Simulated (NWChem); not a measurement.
Species: BF cation, doublet

Computed with NWChem. Pople sets run with spherical d functions. Spin-unrestricted. Structure relaxed at the PBE0/def2-SVP, spin-unrestricted level. No stability test was run on the SCF state.

Task: Taking PBE/def2-QZVP as the yardstick, which of these has the fewest basis functions while keeping “highest occupied level (eV)” within 0.2 eV of it: PBE/def2-TZVPD; PBE/6-31G*; PBE/3-21G; PBE/6-311++G**; PBE/6-31+G*; PBE/STO-3G; PBE/6-311G**?

Result: PBE/3-21G.
```tsv
level	basis functions	highest occupied level (eV)
PBE/STO-3G	10	-16.79
PBE/3-21G	18	-18.02
PBE/6-31G*	28	-17.97
PBE/6-31+G*	36	-18.07
PBE/6-311G**	36	-18.03
PBE/6-311++G**	44	-18.05
PBE/def2-TZVPD	77	-18.00
PBE/def2-QZVP	114	-18.00
```

The yardstick is one finite set, not the basis-set limit.
